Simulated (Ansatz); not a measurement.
BrCdH2N (`[NH2][Cd][Br]`), relaxed with RKS PBE0-D4/def2-TZVP in Ansatz 0.2.0 from a PBE-D4/def2-SVP geometry. The force threshold is 0.005 eV/Å; the program also tests the step.

Charge 0, multiplicity 1. Cd: def2 effective core potential.

Start:

```xyz
5

N     0.541   -0.983   -0.336
Cd   -0.451    0.588    0.488
Br   -1.665    2.321    1.679
H     0.085   -1.246   -1.223
H     1.489   -0.680   -0.608
```

| step | energy (eV) | largest force (eV/Å) | largest move (Å) |
| --- | --- | --- | --- |
| 1 | -76126.1907 | 0.699 | 0.000 |
| 2 | -76126.2049 | 0.287 | 0.026 |
| 3 | -76126.2077 | 0.046 | 0.013 |
| 4 | -76126.2080 | 0.021 | 0.009 |
| 5 | -76126.2081 | 0.009 | 0.005 |
| 6 | -76126.2081 | 0.007 | 0.003 |
| 7 | -76126.2081 | 0.000 | 0.001 |

End:

```xyz
5

N     0.536   -0.952   -0.351
Cd   -0.451    0.586    0.493
Br   -1.656    2.306    1.670
H     0.088   -1.250   -1.211
H     1.483   -0.690   -0.601
```

Hardware: 4 threads of an Arm Neoverse V2 on a shared host. Wall time 13 s, peak host memory 0.26 GiB.
